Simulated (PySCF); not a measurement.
# Stretching TeP⁺

Set-up: basis Te def2-SVP with ECP28, P def2-SVP; scalar-relativistic core potentials; PySCF 2.14. Energies in eV from Te⁺ + P in their ground configurations at the same level. State: ¹Σ⁺ (singlet), closed shell.

All columns are r²SCAN. A positive dipole points towards P; it is taken about the centre of mass and depends on that origin.

| R (Å) | E (eV) | μ (D) | Mulliken charge on Te (basis-dependent) | HOMO (eV) | LUMO (eV) | Mayer bond order | ⟨S²⟩ |
| --- | --- | --- | --- | --- | --- | --- | --- |
| 1.869 | -1.805 | 0.79 | 0.65 | -14.36 | -10.03 | 2.88 | 0.00 |
| 1.956 | -2.984 | 0.98 | 0.62 | -14.45 | -10.23 | 2.88 | 0.00 |
| 2.043 | -3.641 | 1.18 | 0.59 | -14.50 | -10.43 | 2.88 | 0.00 |
| 2.108 | -3.883 | 1.34 | 0.58 | -14.30 | -10.56 | 2.88 | 0.00 |
| 2.173 | -3.964 | 1.51 | 0.57 | -14.10 | -10.69 | 2.88 | 0.00 |
| 2.238 | -3.924 | 1.68 | 0.57 | -13.92 | -10.81 | 2.88 | 0.00 |
| 2.325 | -3.732 | 1.90 | 0.56 | -13.69 | -10.95 | 2.89 | 0.00 |
| 2.434 | -3.345 | 2.19 | 0.55 | -13.44 | -11.10 | 2.89 | 0.00 |
| 2.564 | -2.764 | 2.53 | 0.54 | -13.18 | -11.26 | 2.90 | 0.00 |
| 2.738 | -1.920 | 2.98 | 0.53 | -12.89 | -11.41 | 2.90 | 0.00 |

A fit through these points gives, at Re = 2.181 Å, μ = 1.53 D and dμ/dR = 2.57 D/Å; the reduced mass is 25.01 u.

Q: How strong is the fundamental in the double-harmonic approximation, I = 42.26·(dμ/dR)²/μred km/mol?

A: I = 42.26·(2.57)²/25.01 = 11.2 km/mol at r²SCAN.

Spin–orbit coupling is left out, which matters for elements this heavy, above all for dissociation energies. For an ion De counts to the pair picked by the measured ionisation energies or electron affinities, which need not be the lowest pair at this level.
